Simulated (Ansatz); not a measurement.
System: 1,1,1,3,3-pentafluoropropane, C₃H₃F₅ (charge 0, singlet). 
Structure (B3LYP-D3(BJ)/def2-TZVP (Ansatz, an electronic-structure program) minimum search):
SMILES: FC(F)CC(F)(F)F
```xyz
11

F     -2.3284    -1.2245    -0.0912
C     -1.3722    -0.2699    -0.3005
F     -1.8221     0.8865     0.2626
C     -0.0887    -0.7251     0.3642
C      1.1126     0.1319     0.0313
F      2.2281    -0.3907     0.5761
F      1.3124     0.2005    -1.3041
F      0.9955     1.3904     0.4820
H     -1.2827    -0.1104    -1.3762
H     -0.2282    -0.7322     1.4450
H      0.1315    -1.7393     0.0317
```

Wanted: atomisation energy (electronic, to ground-state atoms), in eV. Correlated levels leave the core frozen unless marked. Open shells are spin-unrestricted. Spin-orbit coupling is left out. No relativistic terms. The coupled-cluster limit lacks core correlation, which all-electron functionals hold. Basis-set limits of correlation are two-point, X^-3; Hartree-Fock from the larger set.

```
level                                         program  atomisation energy (eV)
-------------------------------------  --------------  -----------------------
HF/aug-cc-pVDZ                                 Ansatz                    31.96
HF/cc-pVDZ                                     Ansatz                    31.56
HF/cc-pVQZ                                     Ansatz                    32.60
SVWN5/def2-TZVPD                               Ansatz                    56.11
r2SCAN/def2-TZVPD                              Ansatz                    46.89
r2SCAN-D4/def2-TZVPD                   Ansatz + dftd4                    46.95
B97M-V/def2-TZVPD                              Ansatz                    46.53
PBE0/STO-3G                                    Ansatz                    49.70
BHLYP-D4/def2-TZVPD                    Ansatz + dftd4                    44.05
HSE06/def2-TZVPD                               Ansatz                    46.82
CAM-B3LYP/def2-TZVPD                           Ansatz                    46.75
B2PLYP/def2-TZVPD                              Ansatz                    46.00
MP2/STO-3G                                     Ansatz                    39.04
MP2/cc-pVDZ                                    Ansatz                    44.34
MP2/CBS(cc-pVTZ,cc-pVQZ)                       Ansatz                    48.48
SCS-MP2/cc-pVDZ                                Ansatz                    43.33
CCSD/6-31G*                                    Ansatz                    43.07
CCSD(T)/aug-cc-pVDZ                            Ansatz                    43.54
CCSD(T)/cc-pVTZ                                Ansatz                    45.38
CCSD(T) with core electrons/cc-pwCVTZ          Ansatz                    45.57
CCSD(T)/CBS(cc-pVTZ,cc-pVQZ)                   Ansatz                    46.61
```
